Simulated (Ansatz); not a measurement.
C₂H₆Mg, singlet, at a GFN2-xTB geometry (such geometries of metal compounds can be far from the true shape), with bond 8-6 at 1.5 times its length; HF/6-31G* (Ansatz, a quantum-chemistry and plane-wave program).

The Ansatz input:
Ansatz 0.2 input:
```yaml
crystal:
  periodic: [false, false, false]
  atoms:
    - {symbol: Mg, position_ang: [-0.01819889, 0.66989224, 0.10834056]}
    - {symbol: C, position_ang: [1.43542092, -0.14320832, -1.21160084]}
    - {symbol: H, position_ang: [1.86730763, -1.00768391, -0.70053360]}
    - {symbol: H, position_ang: [2.25335339, 0.50190837, -1.53163332]}
    - {symbol: H, position_ang: [0.92848128, -0.51145758, -2.10691079]}
    - {symbol: C, position_ang: [-1.41524937, -0.59434568, 1.09173900]}
    - {symbol: H, position_ang: [-1.51373670, -1.46845797, 0.44255515]}
    - {symbol: H, position_ang: [-2.91105494, 0.01434192, 1.34938921]}
    - {symbol: H, position_ang: [-1.02559520, -0.93913775, 2.05210105]}
basis:
  gaussian:
    orbitals: 6-31G*
hamiltonian:
  xc: hf
scf: {lower_state_search: standard}
magnetization: {spin_polarized: true}
```

What the program printed (banner, timings and long lists left out):

```
Functional definition: HF
613 factors; integrals over basis functions are off by at most 6.1e-4 eV
mean field evaluation 1: about -7581.1695 eV, gradient 2.0e1 eV
mean field evaluation 2: about -7581.1951 eV, gradient 2.0e1 eV
mean field evaluation 4: about -7583.5546 eV, gradient 1.7e0 eV
mean field evaluation 8: about -7583.5941 eV, gradient 4.6e-2 eV
mean field evaluation 16: about -7582.3209 eV, gradient 6.9e0 eV
mean field evaluation 32: about -7583.5700 eV, gradient 3.7e-1 eV
mean field -7583.59415716 eV, -278.6919449311 hartree, gradient 7.7e-6 eV, S^2 0.000000; 0 other end points of the search recorded, 0 dependent functions left out
reference -7583.59415716 eV, -278.6919449311 hartree; 15, 15 occupied and 46, 46 virtual orbitals, 613 factors
Total energy: -7583.59415716 eV, -278.6919449311 hartree
```
